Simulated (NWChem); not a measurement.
System: AlH₄ anion; SMILES [AlH4-]

NWChem input:

```
start job
memory heap 200 mb stack 900 mb global 1100 mb
charge -1
geometry units angstroms noautosym nocenter noautoz
  Al     0.000000     0.000000     0.000000
  H     -0.948775     0.948775    -0.948788
  H      0.948775    -0.948775    -0.948788
  H     -0.948775    -0.948775     0.948788
  H      0.948775     0.948775     0.948788
end
basis spherical
  * library def2-tzvpd
end
dft
  xc b3lyp
  iterations 150
end
property
  response 1 0.0
end
task dft property
```

Geometry: optimised at B3LYP/def2-SVPD.

Static field.

Problem. Give the results of this calculation. (B3LYP/def2-TZVPD.) Quantities: basis functions; isotropic polarisability (bohr³); anisotropy (bohr³).

Solution. 
```json
{
 "number_of_basis_functions": "79",
 "isotropic polarisability (bohr³)": "56.7",
 "anisotropy (bohr³)": "0.0"
}
```
